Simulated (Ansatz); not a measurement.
F2H2O2Si (`O[Si](O)(F)F`) at its PBE0-D4/def2-TZVP geometry, where that method's forces vanish. Charge 0, multiplicity 1.

```xyz
7

O     1.4223    0.2951   -0.4256
Si   -0.1340    0.0602   -0.0898
O    -0.2065   -0.8424    1.2406
F    -0.9109    1.4212    0.1325
F    -0.8589   -0.6248   -1.3188
H     1.6772    0.4857   -1.3286
H    -0.9893   -0.7951    1.7898
```

(1) What forces (eV/Å) does PBE-D4/def2-TZVPP give on these atoms in Ansatz 0.2.0? (Best estimate.)

## Answers

(1) Ansatz gave: 
```
O1   0.502 -0.010  0.318
Si2  0.034 -0.015  0.023
O3   0.370 -0.382  0.267
F4  -0.346  0.640  0.111
F5  -0.332 -0.335 -0.565
H6   0.118  0.081 -0.402
H7  -0.345  0.021  0.249
```
